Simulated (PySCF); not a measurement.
Si(F)2(Me)(OH) (CH4F2OSi), SMILES C[Si](O)(F)F.

Coordinates come from a ωB97X-D3(BJ)/def2-SVP optimisation. Other conformers were not sampled.

Computed with CAM-B3LYP/def2-TZVP (PySCF).

Symmetry labels are those of the subgroup Cs that the program uses (full group Cs).

List the valence orbital energies around the gap with their symmetry. (Estimate from the structure and the level; the computed values follow.)


```csv
orbital,symmetry,energy (eV)
HOMO−7,A',-14.35
HOMO−6,A",-13.88
HOMO−5,A",-13.56
HOMO−4,A',-13.28
HOMO−3,A",-13.01
HOMO−2,A',-12.36
HOMO−1,A',-11.62
HOMO,A",-11.56
LUMO,A',1.37
LUMO+1,A',2.18
LUMO+2,A',3.17
LUMO+3,A",3.18
```
